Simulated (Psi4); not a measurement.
ClGa, charge -1, doublet, at a GFN2-xTB geometry (such geometries of metal compounds can be far from the true shape) (a state made from the parent by changing its charge; the spin is typed, not shown lowest) (a gas-phase anion, which may not be bound at this level). Base run: TPSS/3-21G run with Psi4.

The Psi4 input:
```
memory 2 GB

molecule {
-1 2
Ga   -0.00000000   -0.00000000   -0.85496772
Cl    0.00000000    0.00000000    1.55905878
}

set {
  basis 3-21g
  reference uks
}

energy('tpss')
print_variables()
```

Variants of this job, named by their change:

```csv
change,basis functions,E (Eh),core-seconds (rough)
base,36,-2373.43265,6
basis = 6-31G,42,-2384.74581,6
basis = pcseg-1,45,-2384.90239,8
basis = cc-pVDZ,45,-2385.09887,10
basis = cc-pV(D+d)Z,50,-2385.09919,10
basis = def2-SVP,50,-2384.73327,9
basis = aug-cc-pVDZ,63,-2385.11657,10
basis = def2-SVPD,65,-2384.75436,10
basis = 6-311G**,70,-2385.10847,10
basis = pcseg-2,77,-2385.19397,10
basis = def2-TZVPP,90,-2385.14099,10
basis = def2-TZVPD,100,-2385.14711,20
basis = def2-QZVPP,159,-2385.20496,20
```

Totals compare only among sets that treat the same electrons; sets with core potentials leave the core out.

Open shells are given as the SCF converged; they aren't shown to be the lowest states, and a large step between rows can be another state.

A gas-phase anion may not be bound at this level; its values then depend on the basis.
